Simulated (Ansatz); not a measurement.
Species: NbCl (charge 0, quintet). The spin state was set by rule; other spins were not relaxed. 
Coordinates optimised at B3LYP-D3(BJ)/def2-TZVP (Ansatz, a quantum-chemistry and plane-wave program):
```xyz
2

Nb     0.0000     0.0000    -0.6765
Cl     0.0000     0.0000     1.6316
```
Charge 0, spin multiplicity 5.

Total electronic energies in hartree. Cores are frozen in the correlated levels unless marked. UHF or UKS for open shells. Spin-orbit coupling is left out. Frozen are the shells of the preceding noble gas and the d and f shells that filled before the atom's block. Past Kr the def2 sets carry scalar-relativistic core potentials. Basis-set limits of correlation are two-point, X^-3; Hartree-Fock from the larger set. The bracket is a focal-point correction in the basis named.

```tsv
level	program	energy (Eh)
BLYP/def2-TZVPD	Ansatz	-517.10740
r2SCAN-D3(BJ)/def2-TZVPD	Ansatz + dftd3	-517.14570
LC-wPBE/def2-TZVPD	Ansatz	-517.02372
B2PLYP-D4/def2-TZVPD	Ansatz + dftd4	-516.83552
RI-MP2/def2-TZVPPD	Ansatz	-516.18334
CCSD/CBS(def2-TZVPP,def2-QZVPP)	Ansatz	-516.2583
CCSD(T)/def2-TZVPP	Ansatz	-516.21719
RI-MP2/CBS(def2-TZVPPD,def2-QZVPPD)+[CCSD(T)-MP2]/def2-QZVPPD	Ansatz	-516.2735
CCSD(T)/CBS(def2-TZVPPD,def2-QZVPPD)	Ansatz	-516.2742
```

Totals of different functionals don't rank their quality; only differences between species are comparable.
